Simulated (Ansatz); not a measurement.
`COB[O][GaH2]` and `BOC` differ in one atom or group.

Ansatz, PBE0-D4/def2-TZVP geometries, multiplicity 1. Each molecule was computed in one conformer, which needn't be the lowest. `COB[O][GaH2]` holds a close contact that its SMILES doesn't draw: Ga···O 2.19 Å.

Scalar relativity is left out up to krypton.

```json
{"property": "HOMO–LUMO gap (B3LYP/def2-TZVPP) / eV", "`COB[O][GaH2]`": "7.40"}
{"property": "size of the dipole moment (PBE/def2-TZVPP) / D", "`COB[O][GaH2]`": "2.98"}
{"property": "size of the dipole moment (B3LYP/def2-TZVPP) / D", "`COB[O][GaH2]`": "3.11"}
{"property": "LUMO energy (PBE/def2-TZVPP) / eV", "`COB[O][GaH2]`": "-1.25"}
{"property": "size of the dipole moment (ωB97M-V/def2-TZVPP) / D", "`COB[O][GaH2]`": "3.11"}
{"property": "HOMO–LUMO gap (PBE/def2-TZVPP) / eV", "`COB[O][GaH2]`": "5.71"}
```

What does the change do to each property? (Estimate.)

The calculation gave: 
```json
{"property": "HOMO–LUMO gap (B3LYP/def2-TZVPP) / eV", "`BOC`": "7.79", "shift": "0.39"}
{"property": "size of the dipole moment (PBE/def2-TZVPP) / D", "`BOC`": "1.70", "shift": "-1.28"}
{"property": "size of the dipole moment (B3LYP/def2-TZVPP) / D", "`BOC`": "1.68", "shift": "-1.43"}
{"property": "LUMO energy (PBE/def2-TZVPP) / eV", "`BOC`": "-1.35", "shift": "-0.10"}
{"property": "size of the dipole moment (ωB97M-V/def2-TZVPP) / D", "`BOC`": "1.68", "shift": "-1.43"}
{"property": "HOMO–LUMO gap (PBE/def2-TZVPP) / eV", "`BOC`": "5.76", "shift": "0.05"}
```

With PBE0 the HOMO falls by 0.32 eV and the LUMO rises by 0.06 eV, so the gap widens by about 0.38 eV. PBE moves the HOMO by -0.15 eV and ωB97M-V by -0.43 eV. The zero-point energy changes by -27.8 kJ/mol with -9 modes. Dipoles are sizes alone; their direction can turn.

Positive LUMOs are unbound, so they and the gaps depend on the basis.

B3LYP here is the variant with VWN-RPA as its local correlation; programs differ in this.
